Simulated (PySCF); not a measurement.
# GeH at PBE0

Level: PBE0. PySCF, scalar-relativistic core potentials, basis sets Ge cc-pVTZ-PP with ECP10, H cc-pVTZ.

```
state                                           : ²Π (doublet), unpaired electrons π ↑
bond length                                     : 1.601 Å
harmonic wavenumber                             : 1882 cm⁻¹
force constant                                  : 2.07 mdyn/Å
rotational constant Be                          : 6.612 cm⁻¹
anharmonicity ωexe                              : 29.1 cm⁻¹
vibration–rotation constant αe                  : 0.179 cm⁻¹
well depth De to Ge + H                         : 2.84 eV
dissociation energy D0                          : 2.72 eV
bond order (Mayer)                              : 0.96
dipole moment (positive dipole means Ge(−)H(+)) : -0.19 D
```

Spin–orbit coupling is left out. The state is the lowest determinant that a PBE0 search found; another state may lie lower at other levels.
